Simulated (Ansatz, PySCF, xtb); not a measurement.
Potential energy curve for SMILES [BH3-][OH2+] (H5BO). The B1–O5 bond (B1 also carries H, H, H; O5 carries H, H) is varied alone, starting from the PBE0/def2-TZVP optimised geometry.

Levels of theory: RHF/LANL2DZ = restricted Hartree-Fock/LANL2DZ (PySCF); GFN1-xTB (xtb); RKS-M06-2X/6-31G* = restricted M06-2X/6-31G*, spherical d run with PySCF 2.14.0; UCCSD(T) = CCSD(T) on UHF/cc-pVTZ, frozen core (Ansatz, an electronic-structure program).

Energies relative to the lowest point of each curve near equilibrium, in kJ/mol; the last columns give the difference from UCCSD(T):

```
R / Å  RHF/LANL2DZ  GFN1-xTB  RKS-M06-2X/6-31G*  UCCSD(T)  RHF/LANL2DZ − UCCSD(T)  GFN1-xTB − UCCSD(T)  RKS-M06-2X/6-31G* − UCCSD(T)
-----  -----------  --------  -----------------  --------  ----------------------  -------------------  ----------------------------
1.36         148.3      91.1              100.5     101.4                    47.0                -10.3                          -0.9
1.42          96.5      53.4               58.8      59.6                    36.8                 -6.2                          -0.9
1.52          42.3      17.4               19.0      19.6                    22.7                 -2.3                          -0.7
1.59          20.8       5.4                5.9       6.3                    14.5                 -0.9                          -0.5
1.63          12.7       1.9                2.0       2.3                    10.4                 -0.4                          -0.3
1.69           4.9       0.0                0.0       0.0                     4.9                  0.0                           0.0
1.74           1.4       0.7                0.8       0.5                     0.9                  0.2                           0.3
1.77           0.3       1.9                2.1       1.6                    -1.3                  0.3                           0.5
1.84           0.0       6.3                6.9       5.8                    -5.8                  0.4                           1.1
1.97           4.7      18.3               19.5      17.2                   -12.5                  1.2                           2.3
2.11          13.2      33.6               34.3      30.9                   -17.8                  2.7                           3.4
2.26          23.0      49.5               48.9      44.8                   -21.9                  4.7                           4.1
2.51          37.2      70.3               69.4      63.7                   -26.5                  6.7                           5.7
2.75          47.5      82.5               85.2      76.7                   -29.2                  5.9                           8.5
3.07          56.9      90.3              100.6      88.2                   -31.4                  2.0                          12.4
3.39          62.9      93.2              110.2      95.5                   -32.6                 -2.3                          14.7
3.79          67.6      94.5              117.2     101.2                   -33.5                 -6.7                          16.1
4.10          70.0      95.0              120.6     104.0                   -34.0                 -9.0                          16.6
4.51          72.0      95.4              123.2     106.5                   -34.5                -11.1                          16.7
5.04          73.6      95.7              124.7     108.4                   -34.7                -12.6                          16.4
5.82          74.8      96.0              125.6     109.5                   -34.8                -13.5                          16.1
```

RHF/LANL2DZ is furthest from UCCSD(T) at 1.36 (47.0 kJ/mol, above); its mean absolute difference over the points is 23.2 kJ/mol.

GFN1-xTB is furthest from UCCSD(T) at 5.82 (-13.5 kJ/mol, below); its mean absolute difference over the points is 4.7 kJ/mol.

RKS-M06-2X/6-31G* is furthest from UCCSD(T) at 4.51 (16.7 kJ/mol, above); its mean absolute difference over the points is 6.6 kJ/mol.
